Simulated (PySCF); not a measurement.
# Vibration and rotation of CdI

r²SCANh constants of CdI, ²Σ⁺ (doublet), unpaired electrons σ ↑ (Cd def2-TZVPP with ECP28, I def2-TZVPP with ECP28; scalar-relativistic core potentials (PySCF 2.14); masses 113.9034 and 126.9045 u):

```
ωe              : 173.5 cm⁻¹
ωexe            : 0.532 cm⁻¹
Be              : 0.038979 cm⁻¹
αe              : 0.000140 cm⁻¹
D (centrifugal) : 7.87e-09 cm⁻¹
De to Cd + I    : 1.39 eV
```

(1) Give the vibrational terms G(v) and spacings up to v = 6.

(2) How well does the Morse estimate ωe²/(4ωexe) reproduce De, and what is D0?

Spin–orbit coupling is left out, which matters for elements this heavy, above all for dissociation energies. The state was picked by a PBE0 search and need not be the measured ground state.

Answers

(1) G(v) = ωe(v+½) − ωexe(v+½)².

| v | G(v) (cm⁻¹) | G(v) − G(v−1) | Bv (cm⁻¹) |
| --- | --- | --- | --- |
| 0 | 86.6 |  | 0.03891 |
| 1 | 259.1 | 172.4 | 0.03877 |
| 2 | 430.4 | 171.4 | 0.03863 |
| 3 | 600.7 | 170.3 | 0.03849 |
| 4 | 770.0 | 169.2 | 0.03835 |
| 5 | 938.2 | 168.2 | 0.03821 |
| 6 | 1105.3 | 167.1 | 0.03807 |

(2) It gives 1.75 eV, 126 % of the computed De. D0 = De − G(0) = 1.39 − 0.01 = 1.38 eV.
